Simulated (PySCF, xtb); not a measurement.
C₂H₅ClSi₂, SMILES ClC1[SiH2][SiH2]C=1.

Harmonic wavenumbers (cm⁻¹) from GFN2-xTB (xtb) at its own minimum, in rising order: 138, 218, 299, 338, 338, 388, 416, 502, 520, 523, 541, 643, 764, 793, 803, 833, 896, 1173, 1545, 2187, 2209, 2211, 2222, 3067.

Question: What does PBE-D3(BJ)/def2-SVP (PySCF) give at its own minimum? (Estimate from the structure and the level; the computed values follow.)

Answer: 115, 226, 290, 337, 410, 421, 521, 541, 611, 639, 645, 703, 761, 845, 867, 911, 924, 1129, 1508, 2150, 2158, 2158, 2171, 3093. Paired by order, the mean absolute difference is 49 cm⁻¹ and the zero-point energies are 33.7 and 34.5 kcal/mol.
